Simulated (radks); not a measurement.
Results of a calculation; reference values are marked as such.
Question: Excited configurations of Ti XVI: one electron is placed in a higher orbital outside [He] 2s2 2p2. The ground configuration is [He] 2s2 2p3. Code: a radial shooting solver on a logarithmic mesh with Libxc functionals. Model: scalar-relativistic Kohn-Sham, r2SCAN, spin-polarised, spherical densities, finite nucleus; open shells are filled with parallel spins first; meta-GGA in the generalised Kohn-Sham scheme; Fermi nuclear charge, rms radius 3.5921 fm. Excitation = E - E(ground); binding = E(ion) - E, where the ion is the core of charge +16; n* = 16/sqrt(2 binding) in atomic units. These energies are relativistic, and a one-electron ion of charge +16 with no core already has n* below n in this formula (scalar-relativistic equation, point nucleus: 3s 2.995, 3d 2.999, 4s 3.994, 4p 3.997, 4f 3.999, 5p 4.996, 5f 4.999, 6p 5.996). The quantum defect is therefore taken as that value minus n*, so that it holds no relativistic shift of the bare ion.

outer orbital  excitation (eV)  binding (eV)     n*  quantum defect  eigenvalue (eV)  <r> (bohr)
3s                      602.41        449.68  2.783           0.212          -438.62      0.7313
3d                      652.00        400.10  2.951           0.048          -384.40      0.6209
4s                      808.62        243.48  3.782           0.212          -237.60       1.346
4p                      818.11        233.99  3.858           0.139          -227.99       1.336
4f                      835.57        216.52  4.011          -0.011          -208.41       1.121
5p                      904.38        147.72  4.856           0.141          -144.04       2.151
5f                      912.91        139.19  5.002          -0.003          -134.86       1.961

Estimate the row for 6p.

Answer: excitation (eV) 950.40; binding (eV) 101.69; n* 5.852; quantum defect 0.144; eigenvalue (eV) -99.216; <r> (bohr) 3.154. The Delta-SCF ionisation energy is 1052.1 eV (NIST Atomic Spectra Database: 1043 eV, semi-empirical). Self-interaction in the functional shifts the binding energies and quantum defects, so they are the method's values and not measured ones. Open shells are spherical and high-spin; term and fine-structure splittings are not resolved.
